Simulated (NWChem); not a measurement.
# Total energies of Cl$_{2}$Si

```
Si
Cl 1 2.1112
Cl 1 2.1112 2 101.95
```
Charge 0, spin multiplicity 1.

Everything below was run with NWChem. All single points use one geometry, from PBE/def2-SVP, a minimum by its harmonic frequencies.

Basis set: 6-31G* (54 functions).

```json
[
 {"method": "RHF", "total energy (Ha)": "-1207.93920"},
 {"method": "MP2", "total energy (Ha)": "-1208.26166"},
 {"method": "B2PLYP", "total energy (Ha)": "-1209.47290"},
 {"method": "PBE", "total energy (Ha)": "-1209.37275"},
 {"method": "B3LYP", "total energy (Ha)": "-1209.94196"},
 {"method": "r2SCAN", "total energy (Ha)": "-1209.80893"},
 {"method": "CCSD(T)", "total energy (Ha)": "-1208.30812"}
]
```

Total energies of different functionals aren't comparable as a measure of quality: only differences taken within one method are. 

The correlated methods keep 15 core orbitals frozen. B3LYP has NWChem's definition, with VWN1-RPA local correlation. The Pople sets run with spherical d functions. The structure started from a generated list of species. Coupled-cluster values serve here as a point of comparison, not as the truth.
